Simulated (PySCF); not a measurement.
An unknown is described by computed data only.

Formula: C10H19NSi.

| Quantity | Value |
| --- | --- |
| 1H NMR | chemical shifts (computed TMS as zero) by class: 6.54 (1 H), 6.21 (3 H), 6.09 (1 H), 6.05 (1 H), 5.96 (3 H), 1.19 (9 H), 0.08 (1 H) ppm [GIAO B3LYP/pcSseg-1] |
| Rotational structure | rotational constants A, B, C: 1.060, 0.555, 0.484 GHz [PBE0-D3(BJ)/def2-SVP] |
| Polarisability | 156.6 au [B3LYP/def2-SVPD] |
| UV, first state | lowest singlet excitation: 4.56 eV (272 nm, f = 0.013) [TDDFT B3LYP/def2-SVPD] |
| 13C NMR | chemical shifts (computed TMS as zero) by class: 146.4 (3 C), 142.1 (3 C), 51.0 (1 C), 35.8 (3 C) ppm [GIAO B3LYP/pcSseg-1] |
| NMR, other nuclei | isotropic shieldings of nuclei other than C and H, by class: 180 (1 N), 364 (1 Si) ppm [GIAO B3LYP/pcSseg-1] |

Gas-phase values; electronic properties from PySCF, density fitting. Levels stand in brackets. Isolated species at its PBE0-D3(BJ)/def2-SVP geometry (one conformer only). NMR classes are plain means over equivalent atoms (diastereotopic ones count apart unless rotation or inversion swaps them), as if these changed places fast.

Question: What is the compound? Reason from the data.

Answer: 10 carbons fall into 4 classes; from least to most shielded: carbon bonded to C, Si and H (146.4 ppm, 3 C, up to 8.5 ppm apart in this geometry), carbon bonded to C and 2 H (142.1 ppm, 3 C, up to 7.9 ppm apart in this geometry), carbon bonded to 3 C and N (51.0 ppm), carbon bonded to C and 3 H (35.8 ppm, 3 C, up to 4.7 ppm apart in this geometry). Hydrogen classes from least to most shielded: 1 H on a carbon bonded to C and 2 H (6.54 ppm), 3 H on 3 like atoms (carbon bonded to C, Si and H) (6.21 ppm, a mean of values up to 0.8 ppm apart in this geometry), 1 H on a carbon bonded to C and 2 H (6.09 ppm), 1 H on a carbon bonded to C and 2 H (6.05 ppm), 3 H on 3 like atoms (carbon bonded to C and 2 H) (5.96 ppm), 9 H on 3 like atoms (carbon bonded to C and 3 H) (1.19 ppm, a mean of values up to 0.5 ppm apart in this geometry), 1 H on a nitrogen bonded to C, Si and H (0.08 ppm). The other shieldings belong to: 180 ppm, nitrogen bonded to C, Si and H; 364 ppm, silicon bonded to 3 C and N. The optimised geometry has point group C1 and is an asymmetric top. Structure: `CC(C)(N[Si](C=C)(C=C)C=C)C` (Si(vinyl)3(NHtBu)). The assignments are read from this structure; whether some other isomer fits the data as well wasn't checked.
